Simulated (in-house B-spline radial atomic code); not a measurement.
## PBEsol excitations of O6+

Method: PBEsol. Computed with a B-spline radial code for spherical atoms: linear response of the closed shell 1s2 with the functional's adiabatic kernel; scalar-relativistic (spin-free one-electron X2C), finite nucleus, no spin-orbit coupling, no double excitations, S, P, D and F terms only.

Command:
```bash
python run_td.py task.json out
```
Settings (radii: box in bohr, nucleus in fm):
```
Z                        8
electrons                2
configuration            1s2
hamiltonian              x2c
method                   pbesol
box_radius               14.35
rms_radius               2.6991
intervals                72
```

Time taken, with all properties: 0.1 s on 1 thread of Intel(R) Xeon(R) Platinum 8488C (Sapphire Rapids), with other jobs on the host.

The lowest states, in the order of their Tamm-Dancoff energies; the method's threshold (minus the highest occupied level) is 689.96 eV. Labels give the largest channel, * marks a mixed state, and oscillator strengths are full-response dipole values. Semilocal kernels can invert the small singlet-triplet splittings of Rydberg terms. Energies in eV:

| state | full response | Tamm-Dancoff | oscillator strength |
| --- | --- | --- | --- |
| 1s → 2s 3S | 542.12 | 542.14 | - |
| 1s → 2s 1S | 549.39 | 549.49 | - |
| 1s → 2p 3P | 550.96 | 550.99 | - |
| 1s → 2p 1P | ? | ? | ? |
| 1s → 3s 3S | 629.11 | 629.11 | - |
| 1s → 3s 1S | 630.86 | 630.88 | - |
| 1s → 3p 3P | 631.79 | 631.80 | - |
| 1s → 3p 1P | 633.01 | 633.02 | 0.125 |
| 1s → 3d 3D | 634.17 | 634.17 | - |
| 1s → 3d 1D | 634.21 | 634.21 | - |
| 1s → 4s 3S | 656.75 | 656.75 | - |
| 1s → 4s 1S | 657.44 | 657.45 | - |
| 1s → 4p 3P | 657.84 | 657.85 | - |
| 1s → 4p 1P | 658.34 | 658.34 | 0.0473 |
| 1s → 4d 3D | ? | ? | - |
| 1s → 4d 1D | 658.76 | 658.76 | - |

Where does 1s → 4d 3D lie?

At 658.74 eV in full response, 658.74 eV in Tamm-Dancoff.

Where does 1s → 2p 1P lie?

At 555.85 eV in full response, 555.87 eV in Tamm-Dancoff, oscillator strength 0.623.

How large is the singlet-triplet splitting of 1s → 2s (S terms) in Tamm-Dancoff?

7.35 eV, from the unrounded values.

What polarisabilities and dispersion coefficient does the method give?

Dipole 0.002727 bohr³, quadrupole 0.0001735 bohr⁵, C6 0.0001349 hartree·bohr⁶ for two such species.
